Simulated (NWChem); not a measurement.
System: NaF; SMILES [F][Na]

NWChem input:

```
start job
memory heap 200 mb stack 900 mb global 1100 mb
geometry units angstroms noautoz
  Na     0.000000     0.000000    -0.856691
  F      0.000000     0.000000     1.031560
end
basis spherical
  Na library def2-tzvpd
  F library def2-tzvpd
end
dft
  xc hfexch
  iterations 150
  mulliken
end
task dft gradient
```

NWChem printed, in part:

```
             Northwest Computational Chemistry Package (NWChem) 7.3.0
             --------------------------------------------------------

 ORDER OF PRIMARY AXIS IS BEING SET TO 4
 C4V symmetry detected

                             Geometry "geometry" -> ""
                             -------------------------

 Output coordinates in angstroms (scale by  1.889725989 to convert to a.u.)

  No.       Tag          Charge          X              Y              Z
 ---- ---------------- ---------- -------------- -------------- --------------
    1 Na                  11.0000     0.00000000     0.00000000    -0.84971295
    2 F                    9.0000     0.00000000     0.00000000     1.03853805

 Effective nuclear repulsion energy (a.u.)      27.7444829374

      Symmetry information
      --------------------

 Group name             C4v
 Group number             18
 Group order               8
 No. of unique centers     2

  xc_inp: hfexch multiplicative factor not found.

                                 NWChem DFT Module
                                 -----------------

 Summary of "ao basis" -> "ao basis" (spherical)
 ------------------------------------------------------------------------------
       Tag                 Description            Shells   Functions and Types
 ---------------- ------------------------------  ------  ---------------------
 Na                        def2-tzvpd               13       35   5s5p3d
 F                         def2-tzvpd               14       40   6s4p3d1f

      Symmetry analysis of basis
      --------------------------

        a1         27
        a2          0
        b1          7
        b2          7
        e          34

            General Information
            -------------------
          SCF calculation type: DFT
          Wavefunction type:  closed shell.
          No. of atoms     :     2
          No. of electrons :    20
           Alpha electrons :    10
            Beta electrons :    10
          Charge           :     0
          Spin multiplicity:     1
          Use of symmetry is: on ; symmetry adaption is: on
          Maximum number of iterations: 150
          AO basis - number of functions:    75
                     number of shells:    27
          Convergence on energy requested:  1.00D-06
          Convergence on density requested:  1.00D-05
          Convergence on gradient requested:  5.00D-04

              XC Information
              --------------
                     Hartree-Fock (Exact) Exchange  1.000

      Superposition of Atomic Density Guess
      -------------------------------------

 Sum of atomic energies:        -261.27007340

      Non-variational initial energy
      ------------------------------

 Total energy =    -260.969804
 1-e energy   =    -422.189667
 2-e energy   =     133.475380
 HOMO         =      -0.641404
 LUMO         =      -0.058033

      Symmetry analysis of molecular orbitals - initial
      -------------------------------------------------

 !! scf_movecs_sym_adapt:   14 vectors were symmetry contaminated

  Symmetry fudging

 !! scf_movecs_sym_adapt:   12 vectors were symmetry contaminated

  Numbering of irreducible representations:

     1 a1          2 a2          3 b1          4 b2          5 e

  Orbital symmetries:

     1 a1          2 a1          3 a1          4 a1          5 e
     6 e           7 a1          8 a1          9 e          10 e
    11 a1         12 e          13 e          14 a1         15 e
    16 e          17 a1         18 a1         19 a1         20 e

     ---------------------------------------------
      Total Density - Mulliken Population Analysis
     ---------------------------------------------

    Atom       Charge   Shell Charges
 -----------   ------   -------------------------------------------------------
    1 Na  11    10.00   2.00  0.67  1.33 -0.00  0.00  5.08  0.92  0.00  0.00 -0.00  0.00  0.01 -0.00
    2 F    9    10.00   0.77  1.20  0.63  1.03  0.36  0.01  2.49  2.43  1.05  0.04  0.00  0.00  0.00  0.00

 !! scf_movecs_sym_adapt:   14 vectors were symmetry contaminated

  Symmetry fudging

 !! scf_movecs_sym_adapt:   14 vectors were symmetry contaminated

   convergence    iter        energy       DeltaE   RMS-Dens  Diis-err
 ---------------- ----- ----------------- --------- --------- ---------
 d= 0,ls=0.0,diis     1   -261.2930509172 -2.89D+02  6.72D-03  8.42D-01

 !! scf_movecs_sym_adapt:   14 vectors were symmetry contaminated

  Symmetry fudging

 !! scf_movecs_sym_adapt:   14 vectors were symmetry contaminated

 d= 0,ls=0.0,diis     2   -261.3306419749 -3.76D-02  2.48D-03  6.14D-01

 !! scf_movecs_sym_adapt:    8 vectors were symmetry contaminated

  Symmetry fudging

 !! scf_movecs_sym_adapt:    6 vectors were symmetry contaminated

 d= 0,ls=0.0,diis     3   -261.3710199193 -4.04D-02  2.18D-04  1.10D-03

 !! scf_movecs_sym_adapt:    6 vectors were symmetry contaminated

  Symmetry fudging

 !! scf_movecs_sym_adapt:    2 vectors were symmetry contaminated

 d= 0,ls=0.0,diis     4   -261.3711101481 -9.02D-05  4.63D-05  2.80D-05

 !! scf_movecs_sym_adapt:    6 vectors were symmetry contaminated

  Symmetry fudging

 !! scf_movecs_sym_adapt:    4 vectors were symmetry contaminated

 d= 0,ls=0.0,diis     5   -261.3711143755 -4.23D-06  1.57D-05  1.16D-06

 !! scf_movecs_sym_adapt:    6 vectors were symmetry contaminated

  Symmetry fudging

 !! scf_movecs_sym_adapt:    4 vectors were symmetry contaminated

 d= 0,ls=0.0,diis     6   -261.3711147672 -3.92D-07  4.42D-06  8.98D-08

         Total DFT energy =     -261.371114767196
      One electron energy =     -425.279449998173
           Coulomb energy =      160.402023898887
    Exchange-Corr. energy =      -24.238171605279
 Nuclear repulsion energy =       27.744482937369

 Numeric. integr. density =        0.000000000000

                  Occupations of the irreducible representations
                  ----------------------------------------------

                     irrep           alpha         beta
                     --------     --------     --------
                     a1                6.0          6.0
                     a2                0.0          0.0
                     b1                0.0          0.0
                     b2                0.0          0.0
                     e                 4.0          4.0

                       DFT Final Molecular Orbital Analysis
                       ------------------------------------

 Vector    8  Occ=2.000000D+00  E=-4.451752D-01  Symmetry=a1
              MO Center= -2.3D-16,  2.8D-16,  1.0D+00, r^2= 5.8D-01
   Bfn.  Coefficient  Atom+Function         Bfn.  Coefficient  Atom+Function
  ----- ------------  ---------------      ----- ------------  ---------------
    44      0.472756  2 F  pz                47      0.410076  2 F  pz
    50      0.316418  2 F  pz                 8      0.096898  1 Na pz
     3      0.087700  1 Na s                 53      0.061497  2 F  pz
    41     -0.042360  2 F  s                 39      0.033034  2 F  s
     2     -0.027524  1 Na s

 Vector    9  Occ=2.000000D+00  E=-4.321586D-01  Symmetry=e
              MO Center=  4.4D-17, -5.7D-17,  1.0D+00, r^2= 5.9D-01
   Bfn.  Coefficient  Atom+Function         Bfn.  Coefficient  Atom+Function
  ----- ------------  ---------------      ----- ------------  ---------------
    43      0.465362  2 F  py                46      0.402391  2 F  py
    49      0.305495  2 F  py                42      0.066935  2 F  px
    52      0.058383  2 F  py                45      0.057878  2 F  px
    48      0.043941  2 F  px                 7     -0.032952  1 Na py

 Vector   10  Occ=2.000000D+00  E=-4.321586D-01  Symmetry=e
              MO Center=  4.6D-16, -1.4D-16,  1.0D+00, r^2= 5.9D-01
   Bfn.  Coefficient  Atom+Function         Bfn.  Coefficient  Atom+Function
  ----- ------------  ---------------      ----- ------------  ---------------
    42      0.465362  2 F  px                45      0.402391  2 F  px
    48      0.305495  2 F  px                43     -0.066935  2 F  py
    51      0.058383  2 F  px                46     -0.057878  2 F  py
    49     -0.043941  2 F  py                 6     -0.032952  1 Na px

 Vector   11  Occ=0.000000D+00  E=-1.155541D-02  Symmetry=a1
              MO Center=  5.0D-14,  2.0D-14, -2.6D+00, r^2= 1.0D+01
   Bfn.  Coefficient  Atom+Function         Bfn.  Coefficient  Atom+Function
  ----- ------------  ---------------      ----- ------------  ---------------
     5      0.879043  1 Na s                 14     -0.296247  1 Na pz
    20     -0.257410  1 Na pz                17     -0.133533  1 Na pz
     3     -0.099483  1 Na s                  4     -0.087644  1 Na s
    41      0.084076  2 F  s                  8      0.047923  1 Na pz
    47      0.027071  2 F  pz                44      0.025139  2 F  pz

 Vector   12  Occ=0.000000D+00  E= 2.015902D-02  Symmetry=e
              MO Center= -1.3D-15, -9.0D-14, -1.0D+00, r^2= 3.4D+01
   Bfn.  Coefficient  Atom+Function         Bfn.  Coefficient  Atom+Function
  ----- ------------  ---------------      ----- ------------  ---------------
    19      1.102866  1 Na py                52     -0.141262  2 F  py
    13     -0.122236  1 Na py                16      0.112755  1 Na py
    18      0.025732  1 Na px

 Vector   13  Occ=0.000000D+00  E= 2.015902D-02  Symmetry=e
              MO Center=  3.6D-14, -1.2D-16, -1.0D+00, r^2= 3.4D+01
   Bfn.  Coefficient  Atom+Function         Bfn.  Coefficient  Atom+Function
  ----- ------------  ---------------      ----- ------------  ---------------
    18      1.102866  1 Na px                51     -0.141262  2 F  px
    12     -0.122236  1 Na px                15      0.112755  1 Na px
    19     -0.025732  1 Na py

     ---------------------------------------------
      Total Density - Mulliken Population Analysis
     ---------------------------------------------

    Atom       Charge   Shell Charges
 -----------   ------   -------------------------------------------------------
    1 Na  11    10.04   2.00  0.67  1.33 -0.00  0.00  5.08  0.92 -0.00  0.02 -0.00  0.00  0.02  0.01
    2 F    9     9.96   0.77  1.20  0.59  0.97  0.44  0.02  2.23  2.25  1.35  0.13  0.00  0.00 -0.00  0.00

     -------------------------------------------
      Total Density - Lowdin Population Analysis
     -------------------------------------------

    Atom       Charge   Shell Charges
 -----------   ------   -------------------------------------------------------
    1 Na  11    10.22   2.00  0.82  1.07  0.05  0.01  4.78  1.16  0.02  0.13  0.00  0.00  0.05  0.14
    2 F    9     9.78   0.86  1.10  0.61  0.78  0.42  0.10  2.12  2.32  1.22  0.18  0.00  0.00  0.07  0.00

     Multipole analysis of the density
     ---------------------------------

     L   x y z        total         alpha         beta         nuclear
     -   - - -        -----         -----         ----         -------
     0   0 0 0     -0.000000    -10.000000    -10.000000     20.000000

     1   1 0 0     -0.000000     -0.000000     -0.000000      0.000000
     1   0 1 0     -0.000000     -0.000000     -0.000000      0.000000
     1   0 0 1     -3.219600     -1.609800     -1.609800      0.000000

     2   2 0 0     -7.217495     -3.608747     -3.608747      0.000000
     2   1 1 0     -0.000000     -0.000000     -0.000000      0.000000
     2   1 0 1     -0.000000     -0.000000     -0.000000      0.000000
     2   0 2 0     -7.217495     -3.608747     -3.608747      0.000000
     2   0 1 1     -0.000000     -0.000000     -0.000000      0.000000
     2   0 0 2     -7.610061    -35.318217    -35.318217     63.026373

            General Information
            -------------------
          SCF calculation type: DFT
          Wavefunction type:  closed shell.
          No. of atoms     :     2
          No. of electrons :    20
           Alpha electrons :    10
            Beta electrons :    10
          Charge           :     0
          Spin multiplicity:     1
          Use of symmetry is: on ; symmetry adaption is: on
          Maximum number of iterations: 150
          AO basis - number of functions:    75
                     number of shells:    27
          Convergence on energy requested:  1.00D-06
          Convergence on density requested:  1.00D-05
          Convergence on gradient requested:  5.00D-04

              XC Information
              --------------
                     Hartree-Fock (Exact) Exchange  1.000

          Convergence Information
          -----------------------
          Convergence aids based upon iterative change in
          total energy or number of iterations.
          Levelshifting, if invoked, occurs when the
          HOMO/LUMO gap drops below (HL_TOL):  1.00D-02
          DIIS, if invoked, will attempt to extrapolate
          using up to (NFOCK): 10 stored Fock matrices.

                    Damping( 0%)  Levelshifting(0.5)       DIIS
                  --------------- ------------------- ---------------
          dE  on:    start            ASAP                start
          dE off:    2 iters        150 iters           150 iters

                            NWChem DFT Gradient Module
                            --------------------------

  charge          =   0.00
  wavefunction    = closed shell

  Using symmetry

                         DFT ENERGY GRADIENTS

    atom               coordinates                        gradient
                 x          y          z           x          y          z
   1 Na      0.000000   0.000000  -1.605725    0.000000   0.000000   0.008412
   2 F       0.000000   0.000000   1.962552    0.000000   0.000000  -0.008412
```

Level: Hartree-Fock/def2-TZVPD. All runs use the structure optimised with PBE0/def2-SVP.
